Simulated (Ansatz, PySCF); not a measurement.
Torsion H3–O1–O2–H4 in H2O2 (SMILES OO); at each angle all else is relaxed with GFN2-xTB, and the levels are single points there.
Geometry at 120° (charge 0, multiplicity 1):
```csv
atom,x (Å),y (Å),z (Å)
O,-0.6519,0.3871,0.2734
O,0.6493,0.3796,-0.2761
H,-1.0838,-0.3720,-0.1431
H,0.7189,1.2374,-0.7184
```

On the grid 0° to 180°, 0° is the highest and 120° the lowest point at CCSD(T)/CBS(cc-pVTZ, cc-pVQZ).

The values were computed with Ansatz (an electronic-structure program); PySCF for the dispersion terms. 

### Question
What is the computed energy at 0° less that at 120° (BLYP/def2-TZVPP)?

### Answer
6.9 kcal/mol
